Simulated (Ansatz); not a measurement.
C2H4FGeN (`N#C[CH2][GeH2][F]`), one more setting.

```yaml
crystal:
  periodic: [false, false, false]
  atoms:
    - {symbol: N, position_ang: [1.390995, -2.231531, 0.866849]}
    - {symbol: C, position_ang: [1.184368, -1.187079, 0.429794]}
    - {symbol: C, position_ang: [0.853586, 0.109033, -0.107655]}
    - {symbol: Ge, position_ang: [-1.098412, 0.378269, -0.092822]}
    - {symbol: F, position_ang: [-1.300291, 1.968326, -0.771453]}
    - {symbol: H, position_ang: [1.208092, 0.197403, -1.136651]}
    - {symbol: H, position_ang: [1.317472, 0.898622, 0.487034]}
    - {symbol: H, position_ang: [-1.813322, -0.603130, -1.025101]}
    - {symbol: H, position_ang: [-1.653986, 0.423787, 1.332904]}
basis:
  gaussian: {orbitals: x2c-TZVPPall}
hamiltonian: {xc: {name: B2PLYP}}
```

```sh
$ ansatz run in.yaml --threads 4 --pin off --events-out ev --progress --plain --max-ram 10444MiB
```

Shortened log:

```
Functional definition: B2PLYP
1410 factors; integrals over basis functions are off by at most 8.8e-4 eV
mean field evaluation 1: about -63435.1929 eV, gradient 5.4e1 eV
mean field evaluation 2: about -63435.2912 eV, gradient 5.4e1 eV
mean field evaluation 4: about -63440.4618 eV, gradient 1.0e1 eV
mean field evaluation 8: about -63440.6975 eV, gradient 1.4e0 eV
mean field evaluation 16: about -63440.7007 eV, gradient 1.9e-4 eV
mean field -63440.70065994 eV, -2331.4027476013 hartree, gradient 6.4e-6 eV, S^2 0.000000; 0 other end points of the search recorded, 0 dependent functions left out
13 core orbitals not correlated: weight in the atoms' cores, before any rotation towards them, 1.000 or more for the frozen orbitals, at most 0.000 for the correlated occupied ones
reference -63440.70081818 eV, -2331.4027534165 hartree; 19, 19 occupied and 196, 196 virtual orbitals, 1410 factors
second order -33.71701420 eV of doubles, -0.00000000 eV of singles
Total energy: -63449.80441201 eV, -2331.7373043193 hartree
Relativity: scalar
```

Run time 5.5 s (4 threads of an Arm Neoverse V1 on a shared host); peak host memory 0.58 GiB.
